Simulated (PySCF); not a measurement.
H₃OSi, SMILES [OH+]=[SiH2], charge +1. Atoms are numbered in the order given.

```xyz
5

O      0.1064     1.0282     0.0000
Si    -0.0146    -0.5360     0.0000
H     -0.5933     1.6978     0.0000
H     -1.3294    -1.1938     0.0000
H      1.2767    -1.2257     0.0000
```
Charge +1, spin multiplicity 1.

Geometry: r2SCAN-D4/def2-TZVP. The isomer is the one that the SMILES or the coordinates give; other isomers of the formula were not compared.

Level of theory: PySCF with PBE0/pcSseg-2.

GIAO shieldings, no solvent; atoms listed in one row are averaged. δ = σ(ref) − σ: ¹⁷O against H2O (σ = 327.8 ppm); ²⁹Si against TMS (σ = 341.9 ppm); ¹H against TMS (σ = 31.54 ppm), references at their B3LYP-D3(BJ)/def2-TZVP geometries, non-relativistic.

```
nucleus  atoms  count  δ (ppm)
-------  -----  -----  -------
¹⁷O         O1      1    177.6
²⁹Si       Si2      1    134.0
¹H          H3      1     8.85
¹H          H4      1     7.11
¹H          H5      1     6.90
```
